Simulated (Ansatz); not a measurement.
`[F][Al]([F])[O][SiH3]` and `C[Se][Al]([F])[F]` differ in one atom or group.

Ansatz, PBE0-D4/def2-TZVP geometries, multiplicity 1. Each molecule was computed in one conformer, which needn't be the lowest.

Scalar relativity is left out up to krypton. Spin–orbit coupling is left out; it splits and shifts lone-pair levels of the heavy atoms by tenths of an eV.

| property | `[F][Al]([F])[O][SiH3]` |
| --- | --- |
| LUMO energy (B3LYP/def2-TZVPP) / eV | -1.57 |
| HOMO–LUMO gap (ωB97M-V/def2-TZVPP) / eV | 11.83 |
| HOMO–LUMO gap (PBE/def2-TZVPP) / eV | 5.57 |
| LUMO energy (PBE/def2-TZVPP) / eV | -2.12 |
| HOMO–LUMO gap (B3LYP/def2-TZVPP) / eV | 7.37 |
| HOMO–LUMO gap (PBE0/def2-TZVPP) / eV | 7.92 |

Task: What does the change do to each property? (An estimate is asked.)

Result: Computed: 
| property | `C[Se][Al]([F])[F]` | shift |
| --- | --- | --- |
| LUMO energy (B3LYP/def2-TZVPP) / eV | -1.32 | 0.25 |
| HOMO–LUMO gap (ωB97M-V/def2-TZVPP) / eV | 10.05 | -1.78 |
| HOMO–LUMO gap (PBE/def2-TZVPP) / eV | 4.32 | -1.25 |
| LUMO energy (PBE/def2-TZVPP) / eV | -1.86 | 0.26 |
| HOMO–LUMO gap (B3LYP/def2-TZVPP) / eV | 5.75 | -1.62 |
| HOMO–LUMO gap (PBE0/def2-TZVPP) / eV | 6.29 | -1.63 |

With PBE0 the HOMO rises by 1.84 eV and the LUMO rises by 0.21 eV, so the gap narrows by about 1.63 eV. PBE moves the HOMO by 1.51 eV and ωB97M-V by 2.02 eV.

B3LYP here is the variant with VWN-RPA as its local correlation; programs differ in this.
